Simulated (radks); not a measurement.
Numerical settings for the iridium ion Ir+, [Xe] 4f14 5d7 6s1. All-electron calculation, scalar-relativistic Kohn-Sham, r2SCAN, spin-polarised, spherical densities, finite nucleus; open shells are filled with parallel spins first (spin-orbit coupling, left out, can overturn this in heavy ions); meta-GGA in the generalised Kohn-Sham scheme; Fermi nuclear charge, rms radius 5.4032 fm. Program: a radial shooting solver on a logarithmic mesh with Libxc functionals. The defaults (mesh step 0.008 in ln r, mesh end at 40 bohr or more with all orbitals vanishing there, Anderson mixing 0.5 over 9 steps, residual threshold near 1e-9 with the energy settled to 1e-9 hartree or 1e-11 of itself, here a cap of 93 iterations) give E = -17825.821 hartree and 5d at -13.690 eV in 12 iterations. Run on one thread of a shared host, so times are rough (Intel(R) Xeon(R) Platinum 8488C): 0.43 s of CPU time, 0.43 s wall, 12 iterations on 2360 mesh points. Changes against that run (0 stands for a change within the tolerance of the run):

mesh step in ln r 0.03: iterations 12; converged yes; E (mhartree) -1.31; e(5d) (meV) +0.123; CPU (s) 0.16
mesh step in ln r 0.2: iterations 2; converged no; E (mhartree) diverged; CPU (s) 0.01
mesh step in ln r 0.12: iterations 4; converged no; E (mhartree) diverged; CPU (s) 0.02
mesh end (bohr) 8: iterations 12; converged yes; E (mhartree) +0.177; e(5d) (meV) +9.87; CPU (s) 0.43
mesh end (bohr) 20: iterations 12; converged yes; E (mhartree) 0; e(5d) (meV) 0; CPU (s) 0.49
residual threshold 1e-16: iterations 93; converged no; E (mhartree) 0; e(5d) (meV) +0.0065; CPU (s) 1.6
residual threshold 1e-13: iterations 38; converged yes; E (mhartree) 0; e(5d) (meV) +0.0065; CPU (s) 0.82
mixing 0.01: iterations 19; converged yes; E (mhartree) 0; e(5d) (meV) -0.0165; CPU (s) 0.67
linear mixing, mixing 0.8: iterations 93; converged no; E (mhartree) +1.1e+05; e(5d) (meV) -3.01e+05; CPU (s) 6
linear mixing, mixing 0.05: iterations 93; converged no; E (mhartree) +10.6; e(5d) (meV) -43.2; CPU (s) 3.1
mixing history 20: iterations 12; converged yes; E (mhartree) 0; e(5d) (meV) +0.00701; CPU (s) 0.45
iteration cap 2: iterations 2; converged no; E (mhartree) +3.01e+03; e(5d) (meV) -1.93e+04; CPU (s) 0.1

Settings that end as converged yet miss the energy by more than 1 mhartree: mesh step in ln r 0.03 (-0.00131 hartree). A mesh that ends early acts as a hard wall.
